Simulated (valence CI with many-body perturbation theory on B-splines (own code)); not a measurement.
## E1 line list for Cd XXXIV

Calculated by valence CI with perturbative core correlation (CI+MBPT): five valence electrons over a frozen Dirac-Fock core [Ne], radial functions for each j: 11 s, 11 p, 10 d, 8 f, 5 g, 2 h, with the one-electron correlation potential Σ1 (screened to all orders), the two-electron term Σ2, the three-electron term Σ3, Breit, model QED; selected single and double excitations, second order for the rest, scaled by the run's own slope (own B-spline code, finite nucleus).

No measured spectrum was set against this ion. As an estimate, large intervals hold to a few tenths of a per cent, small ones and those within an open d or f shell to about a per cent. Among the levels kept, up to 4200 cm⁻¹ of a level comes from second order outside the variational space, and about a tenth of that is noise between levels of different J, which matters for small intervals.

Lines 1 to 50 of 583 in falling wavelength, among levels below 415.12 eV, chosen from the strongest by gf and those to the six lowest levels. Wavelengths and rates use the calculated energies. Electric multipoles are in the length gauge, E1 and E2 with the static RPA response of the core. Weak lines are less certain than strong ones. Lines between different terms over intervals too small for the method are left out, as are lines whose strength nearly cancels. Where a level lies close to another of its J and parity, the split of strength between their lines is uncertain. The highest levels of a list are the least certain.

Levels are named by their leading jj configuration (3d3/2^4 stands for four electrons in 3d with j = 3/2), which in mixed levels can hold well under half, so a name can repeat and another be missing. Letters in brackets count levels of one name in rising energy.

```
λ vac (Å)                               Upper                               Lower   A (s⁻¹)  S (a.u.)
    246.8          (3s 3p1/2^2 3p3/2^2) J=1/2                (3s^2 3p3/2^3) J=3/2  6.10e+07  9.06e-04
    234.9          (3s 3p1/2^2 3p3/2^2) J=3/2                (3s^2 3p3/2^3) J=3/2  1.19e+08  3.04e-03
    167.2  (3s^2 3p1/2 3p3/2 3d3/2) J=5/2 [a]                (3s^2 3p3/2^3) J=3/2  1.46e+08  2.02e-03
    166.5  (3s^2 3p1/2 3p3/2 3d3/2) J=3/2 [a]                (3s^2 3p3/2^3) J=3/2  2.77e+08  2.53e-03
    165.3  (3s^2 3p1/2 3p3/2 3d3/2) J=1/2 [a]                (3s^2 3p3/2^3) J=3/2  1.27e+08  5.66e-04
    161.7      (3s 3p1/2^2 3p3/2 3d5/2) J=9/2      (3s^2 3p1/2 3p3/2 3d5/2) J=9/2  1.62e+09  3.38e-02
    157.4          (3s 3p1/2^2 3p3/2^2) J=5/2          (3s^2 3p1/2 3p3/2^2) J=5/2  1.55e+09  1.79e-02
    152.7            (3s 3p1/2 3p3/2^3) J=5/2                (3s^2 3p3/2^3) J=3/2  1.55e+09  1.64e-02
    150.8          (3s^2 3p1/2^2 3d3/2) J=3/2          (3s^2 3p1/2 3p3/2^2) J=5/2  9.22e+08  6.25e-03
    149.9       (3p1/2^2 3p3/2^2 3d3/2) J=7/2  (3s 3p1/2 3p3/2^2 3d3/2) J=7/2 [c]  2.07e+09  2.76e-02
    148.4      (3s 3p1/2^2 3p3/2 3d5/2) J=9/2  (3s^2 3p1/2 3p3/2 3d5/2) J=7/2 [a]  3.72e+09  6.00e-02
    145.2       (3p1/2^2 3p3/2^2 3d5/2) J=9/2  (3s 3p1/2 3p3/2^2 3d5/2) J=7/2 [b]  2.79e+09  4.21e-02
    145.2     (3s 3p1/2 3p3/2^2 3d5/2) J=11/2          (3s^2 3p3/2^2 3d5/2) J=9/2  5.31e+09  9.61e-02
    144.7          (3s 3p1/2^2 3p3/2^2) J=5/2          (3s^2 3p1/2 3p3/2^2) J=3/2  3.09e+09  2.77e-02
    143.8  (3s 3p1/2 3p3/2^2 3d5/2) J=9/2 [b]          (3s^2 3p3/2^2 3d5/2) J=7/2  2.27e+09  3.33e-02
    139.1          (3s^2 3p1/2^2 3d3/2) J=3/2          (3s^2 3p1/2 3p3/2^2) J=3/2  1.88e+08  9.99e-04
    138.8       (3p1/2^2 3p3/2^2 3d5/2) J=9/2      (3s^2 3p1/2 3d3/2 3d5/2) J=9/2  2.69e+09  3.55e-02
    138.3          (3s 3p1/2^2 3p3/2^2) J=1/2          (3s^2 3p1/2 3p3/2^2) J=1/2  6.15e+09  1.60e-02
    131.5            (3s 3p1/2 3p3/2^3) J=1/2                (3s^2 3p3/2^3) J=3/2  2.15e+09  4.82e-03
    130.5  (3s^2 3p1/2 3p3/2 3d5/2) J=5/2 [a]                (3s^2 3p3/2^3) J=3/2  7.53e+08  4.96e-03
    130.0  (3s 3p1/2 3p3/2^2 3d5/2) J=7/2 [d]      (3s^2 3p3/2^2 3d5/2) J=5/2 [a]  2.98e+09  2.58e-02
    129.7  (3s^2 3p1/2 3p3/2 3d5/2) J=3/2 [a]                (3s^2 3p3/2^3) J=3/2  5.08e+08  2.19e-03
    129.6             (3p1/2^2 3p3/2^3) J=3/2            (3s 3p1/2 3p3/2^3) J=5/2  9.34e+09  4.02e-02
    123.1  (3s^2 3p1/2 3p3/2 3d3/2) J=3/2 [b]                (3s^2 3p3/2^3) J=3/2  1.54e+08  5.69e-04
    123.1       (3p1/2^2 3p3/2^2 3d5/2) J=9/2     (3s 3p1/2 3p3/2^2 3d5/2) J=11/2  8.38e+09  7.72e-02
    123.0          (3s 3p1/2^2 3p3/2^2) J=3/2          (3s^2 3p1/2 3p3/2^2) J=5/2  5.10e+09  1.88e-02
    120.8          (3s^2 3p1/2^2 3d5/2) J=5/2          (3s^2 3p1/2 3p3/2^2) J=5/2  4.70e+08  2.45e-03
    120.8  (3s 3p1/2^2 3p3/2 3d5/2) J=7/2 [b]      (3s^2 3p1/2 3p3/2 3d5/2) J=9/2  5.40e+09  3.76e-02
    119.7  (3s 3p1/2^2 3p3/2 3d3/2) J=5/2 [b]      (3s^2 3p1/2 3p3/2 3d3/2) J=7/2  5.73e+09  2.91e-02
    119.6  (3s^2 3p1/2 3p3/2 3d3/2) J=5/2 [b]                (3s^2 3p3/2^3) J=3/2  1.20e+09  6.10e-03
    119.0  (3s 3p1/2 3p3/2^2 3d5/2) J=7/2 [c]          (3s^2 3p3/2^2 3d5/2) J=7/2  3.95e+09  2.63e-02
    116.2  (3s 3p1/2^2 3d3/2 3d5/2) J=5/2 [a]  (3s 3p1/2 3p3/2^2 3d3/2) J=7/2 [a]  6.24e+09  2.90e-02
    116.2       (3p1/2^2 3p3/2^2 3d3/2) J=7/2      (3s 3p1/2 3p3/2^2 3d3/2) J=9/2  1.76e+10  1.09e-01
    115.1          (3s 3p1/2^2 3p3/2^2) J=3/2          (3s^2 3p1/2 3p3/2^2) J=3/2  2.17e+09  6.54e-03
    113.6       (3p1/2^2 3p3/2^2 3d5/2) J=9/2  (3s 3p1/2 3p3/2^2 3d5/2) J=9/2 [a]  5.02e+09  3.63e-02
    113.2          (3s^2 3p1/2^2 3d5/2) J=5/2          (3s^2 3p1/2 3p3/2^2) J=3/2  8.29e+08  3.57e-03
    111.4  (3s^2 3p1/2 3p3/2 3d5/2) J=3/2 [b]                (3s^2 3p3/2^3) J=3/2  2.08e+09  5.69e-03
    111.0       (3p1/2^2 3p3/2^2 3d3/2) J=3/2  (3s 3p1/2 3p3/2^2 3d3/2) J=5/2 [a]  1.04e+10  2.80e-02
    110.9       (3p1/2^2 3p3/2^2 3d3/2) J=7/2  (3s 3p1/2^2 3p3/2 3d5/2) J=5/2 [b]  3.79e+09  2.04e-02
    110.2            (3s 3p1/2 3p3/2^3) J=3/2          (3s^2 3p1/2 3p3/2^2) J=1/2  1.46e+08  3.86e-04
    109.8  (3s^2 3p1/2 3p3/2 3d5/2) J=5/2 [b]                (3s^2 3p3/2^3) J=3/2  9.81e+08  3.85e-03
    108.6  (3s^2 3p1/2 3p3/2 3d5/2) J=3/2 [c]                (3s^2 3p3/2^3) J=3/2  4.24e+09  1.07e-02
    102.4            (3s 3p1/2 3p3/2^3) J=3/2          (3s^2 3p1/2 3p3/2^2) J=5/2  8.13e+08  1.72e-03
    101.7      (3s 3p1/2 3p3/2^2 3d3/2) J=9/2  (3s^2 3p1/2 3p3/2 3d5/2) J=7/2 [a]  3.62e+09  1.88e-02
    101.2  (3s^2 3p1/2 3p3/2 3d3/2) J=3/2 [a]          (3s^2 3p1/2 3p3/2^2) J=5/2  5.36e+08  1.10e-03
    99.80        (3s 3p3/2^3 3d5/2) J=7/2 [a]      (3s^2 3p3/2^2 3d5/2) J=5/2 [a]  8.90e+09  3.49e-02
    99.59          (3s 3p1/2^2 3p3/2^2) J=5/2          (3s^2 3p1/2^2 3p3/2) J=3/2  3.14e+09  9.20e-03
    98.04       (3p1/2^2 3p3/2^2 3d3/2) J=7/2  (3s 3p1/2^2 3p3/2 3d5/2) J=7/2 [a]  8.66e+09  3.22e-02
    98.01  (3s 3p1/2 3p3/2^2 3d5/2) J=9/2 [b]      (3s^2 3p1/2 3p3/2 3d5/2) J=9/2  4.39e+09  2.04e-02
    97.67  (3s 3p1/2 3p3/2^2 3d5/2) J=9/2 [a]  (3s^2 3p1/2 3p3/2 3d5/2) J=7/2 [a]  2.72e+10  1.25e-01
```
